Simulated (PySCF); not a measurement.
## Mayer bond orders and bond lengths

Compound: C2H6O2Si.
Atom-mapped SMILES: `[CH3:1][C:2](=[O:3])[O:4][SiH3:5]` (hydrogens: H6, H7, H8 on C1; H9, H10, H11 on Si5)

Structure used (GFN2-xTB), in Å, numbered top down from 1:
```
atom  x, y, z in Å
C1    -1.9087    0.1778    0.4950
C2    -0.5616    0.2548   -0.1687
O3    -0.3510    0.7309   -1.2513
O4     0.4053   -0.2684    0.5749
Si5    1.9946   -0.3162    0.0864
H6    -2.1496   -0.8636    0.6976
H7    -2.6649    0.6185   -0.1475
H8    -1.8707    0.7053    1.4456
H9     2.5372   -0.9742    1.2667
H10    2.4770    1.0457   -0.1066
H11    2.0979   -1.1080   -1.1331
```

Bond orders from the PBE0/pcSseg-1 density (PySCF). The structure is a single GFN2-xTB conformer in the gas phase; no vibrational or solvent corrections.

**Question.** Where do the orders between heavy atoms depart from those drawn in the SMILES?

**Answer.** The largest departure is 0.161, at O4–Si5 (drawn single, 0.839). Drawn single, order below 0.88: O4–Si5 (0.839).

**Question.** Give the Mayer order of every bond between heavy atoms, beside its length.

**Answer.** 
```
  bond  drawn as  length (Å)  Mayer order
 C1–C2    single       1.504        0.997
 C2–O3    double       1.201        1.955
 C2–O4    single       1.327        1.071
O4–Si5    single       1.663        0.839
```

Bonds between the same two heavy elements. C–O: lowest C2–O4 (1.071, 1.327 Å), highest C2–O3 (1.955, 1.201 Å).

**Question.** And the bonds to hydrogen?

**Answer.** C–H: 0.95 to 0.96 (3 bonds); H–Si: 0.94 (3 bonds).

**Question.** Sum the orders of all bonds at each heavy atom with more than one neighbour and set the sums beside the valence in the SMILES.

**Answer.** C1 3.852 (drawn 4), C2 4.023 (drawn 4), O4 1.910 (drawn 2), Si5 3.651 (drawn 4). Orders between atoms that aren't bonded are not in these sums.

The Mayer order sums products of elements of PS (density times overlap matrix) between the two atoms' basis functions, so it depends on the basis set.

These values come from a run that also computed NMR shieldings. Hardware: an Arm Neoverse V1 with one thread, no GPU (shared host). Cost: 10 s of wall time.
